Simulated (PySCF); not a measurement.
## Atomic charges by several schemes

Species: C₇H₁₁O₂P.
Cartesian coordinates in Å at the GFN2-xTB level; atoms count from 1:
```
atom  x, y, z in Å
O1     4.4901   -0.1488   -0.4187
C2     3.2063   -0.5945   -0.0563
C3     2.1637    0.5254   -0.0902
C4     0.7633    0.0065    0.2142
P5    -0.4472    1.4227    0.3308
C6    -1.9832    0.4698    0.2185
C7    -2.4467   -0.6487    0.8565
C8    -3.7855   -0.8144    0.4318
C9    -4.0428    0.2211   -0.4121
O10   -2.9623    1.0058   -0.5426
H11    4.7515    0.5647    0.1745
H12    2.9530   -1.3696   -0.7840
H13    3.2245   -1.0526    0.9444
H14    2.4337    1.2914    0.6438
H15    2.1818    0.9921   -1.0782
H16    0.4368   -0.7055   -0.5476
H17    0.7609   -0.5061    1.1807
H18   -0.4317    1.7363   -1.0337
H19   -1.8981   -1.2760    1.5293
H20   -4.4599   -1.5958    0.7174
H21   -4.9173    0.4931   -0.9697
```

Density: PBE0/pcSseg-1 (PySCF); schemes: Mulliken, IAO, Hirshfeld and ESP-fitted. Geometry: GFN2-xTB, one conformer, isolated molecule.

Give the atomic charges in each scheme.

In e:

| atom | environment | Mulliken | IAO | Hirshfeld | ESP-fitted |
| --- | --- | --- | --- | --- | --- |
| O1 | alcohol oxygen | -0.455 | -0.547 | -0.233 | -0.623 |
| C2 | carbinol carbon (C–OH) | +0.102 | -0.039 | +0.004 | +0.124 |
| C3 | chain CH2 carbon | -0.287 | -0.272 | -0.080 | +0.140 |
| C4 | sp3 carbon bound to phosphorus | -0.502 | -0.427 | -0.108 | -0.038 |
| P5 | phosphine phosphorus | +0.402 | +0.374 | +0.118 | -0.362 |
| C6 | substituted aromatic carbon | -0.053 | -0.046 | -0.001 | +0.435 |
| C7 | aromatic CH carbon | -0.163 | -0.231 | -0.095 | -0.315 |
| C8 | aromatic CH carbon | -0.154 | -0.221 | -0.091 | -0.291 |
| C9 | aromatic CH next to a ring oxygen | +0.146 | -0.002 | +0.002 | -0.136 |
| O10 | furan-type oxygen | -0.371 | -0.231 | -0.062 | -0.175 |
| H11 | hydroxyl hydrogen | +0.223 | +0.345 | +0.163 | +0.386 |
| H12 | methylene hydrogen | +0.117 | +0.146 | +0.045 | +0.083 |
| H13 | methylene hydrogen | +0.096 | +0.113 | +0.031 | -0.004 |
| H14 | methylene hydrogen | +0.121 | +0.128 | +0.032 | +0.003 |
| H15 | methylene hydrogen | +0.134 | +0.140 | +0.037 | +0.005 |
| H16 | methylene hydrogen | +0.158 | +0.145 | +0.037 | -0.026 |
| H17 | methylene hydrogen | +0.150 | +0.141 | +0.039 | +0.060 |
| H18 | P–H hydrogen | +0.061 | -0.019 | -0.012 | +0.125 |
| H19 | aromatic hydrogen | +0.082 | +0.163 | +0.054 | +0.195 |
| H20 | aromatic hydrogen | +0.091 | +0.167 | +0.057 | +0.213 |
| H21 | aromatic hydrogen | +0.101 | +0.172 | +0.063 | +0.202 |

Mean size of the charges over all atoms: IAO 0.194 e, Mulliken 0.189 e, ESP-fitted 0.188 e, Hirshfeld 0.065 e. Each set sums to the total charge, 0, to within 0.001 e. The ESP scheme is a least-squares fit of atom-centred charges to the potential on four shells outside the van der Waals surface, with the total charge fixed. The IAO scheme projects the occupied orbitals on a minimal set of polarised atomic orbitals and counts the electrons in each atom's part of it.

Lowest charge. The schemes don't all agree: Mulliken C4 (-0.502); IAO O1 (-0.547); Hirshfeld O1 (-0.233); ESP-fitted O1 (-0.623).

Highest charge. The schemes don't all agree: Mulliken P5 (+0.402); IAO P5 (+0.374); Hirshfeld H11 (+0.163); ESP-fitted C6 (+0.435).

How closely do the schemes follow one another over all atoms?

Correlation coefficient and root-mean-square difference: IAO with Hirshfeld 0.97, 0.154 e; Mulliken with IAO 0.95, 0.077 e; Mulliken with Hirshfeld 0.89, 0.159 e; Hirshfeld with ESP-fitted 0.60, 0.207 e; IAO with ESP-fitted 0.48, 0.246 e; Mulliken with ESP-fitted 0.35, 0.273 e.

How many electrons does the Mulliken scheme count on C2?

Z − q = 6 − (+0.102) = 5.898.

The run behind these numbers computed NMR shieldings as well. Cost: about 2.6 min of CPU time on one thread (with the writing of density and orbital grids); the machine was shared, so the figure is rough.
